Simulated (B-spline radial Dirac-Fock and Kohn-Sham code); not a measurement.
**Dipole and non-dipole photoemission parameters of Nb⁵⁺ 2s**

System: niobium as Nb⁵⁺ in the configuration [Ar] 3d10 4s2 4p6; threshold 2746.1 eV (orbital energy of the model). Level of theory: Dirac-Hartree-Slater photoionisation with a Latter tail; cross sections with all multipoles, angular parameters from the dipole term and its interference with E2; an atomic code on a B-spline grid.

The run's input, task.json:

```json
{"items": [{
  "Z": 41,
  "q": 5,
  "cfg": [[1, 0, 2], [2, 0, 2], [2, 1, 6], [3, 0, 2], [3, 1, 6], [3, 2, 10], [4, 0, 2], [4, 1, 6]],
  "A": 93,
  "rrms": 4.324,
  "do": "xps",
  "hv": [66.3, 126.0, 144.0, 148.0, 150, 163.0, 300, 396.0, 400, 410.0, 442.0, 455.0, 540.0, 553.0, 768.0, 800, 970.0, 1486.9, 1630.0, 1840.0, 1910.0, 1980.0, 2000, 3190.0, 4000, 6000, 6670.0, 10300.0, 12800.0, 13100.0]
}]}
```

Command: `python xray2_run.py task.json out`

For linearly polarised light dσ/dΩ = σ/(4π) [1 + β P₂(cos θ) + (δ + γ cos²θ) sin θ cos φ], with θ from the polarisation vector and φ the angle between the beam and the projection of the electron momentum on the plane normal to the polarisation.

| hν (eV) | σ (kb) | β | γ |
| --- | --- | --- | --- |
| 3190 | 37.2 | 1.996 | 0.328 |
| 4000 | 25.2 | 1.996 | -0.037 |
| 6000 | 11.8 | 1.997 | 0.028 |
| 6670 | 9.50 | 1.997 | 0.119 |
| 10300 | ? | ? | ? |
| 12800 | 2.32 | 1.996 | 1.028 |
| 13100 | 2.20 | 1.996 | 1.069 |

**Question.** Give the values at 10300 eV.

**Answer.** σ = 3.79 kb, β = 1.997, γ = 0.667. For an s subshell δ is negligible.

Values without a named source are computed, but for edge energies of neutral atoms, which are taken from tables.
